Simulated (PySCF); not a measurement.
Vertical excitations of a molecule C3H9NSi2 from TDA-PBE/def2-SVPD (PySCF), as energy in eV (oscillator strength): 6.27 (0.001), 6.69 (0.040), 6.85 (0.018), 7.10 (0.083), 7.15 (0.012), 7.27 (0.014), 7.29 (0.070), 7.35 (0.030), 7.41 (0.013), 7.44 (0.005). Lowest triplet (TDA): 5.87 eV. Geometry optimised at PBE0-D3(BJ)/def2-SVP. Other conformers were not sampled.

Task: Pick the molecule that these values belong to.
(A) CC1=C[SiH2]N[SiH2]1
(B) NCC#C[SiH2][SiH3]
(C) N#C[C@@H]([SiH3])C[SiH3]
(D) CC1=N[C@@H]([SiH3])[SiH2]1

Result: C, N#C[C@@H]([SiH3])C[SiH3]
